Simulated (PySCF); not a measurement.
# Correlation energy of Xe⁺ (xenon, charge +1)

[Kr] 4d10 5s2 5p5, 2P determinant. All numbers are calculated (PySCF 2.14, the spin-free X2C one-electron Hamiltonian (Gaussian nucleus), in x2c-TZVPPall (8s6p4d2f, 60 functions)). Frozen: [Kr] 4d10; 7 electrons correlated.

MP2 pair energies summed by pair of shells (mhartree):

```json
{"pair": "5p-5p", "energy": "-64.56", "share (%)": "61.7"}
{"pair": "5s-5p", "energy": "-34.23", "share (%)": "32.7"}
{"pair": "5s-5s", "energy": "-5.91", "share (%)": "5.6"}
```

Total MP2 correlation energy: -104.70 mhartree.

Same-spin part -23.63 and opposite-spin part -81.07 mhartree; SCS-MP2 scales them by 1/3 and 6/5 to -105.17 mhartree.
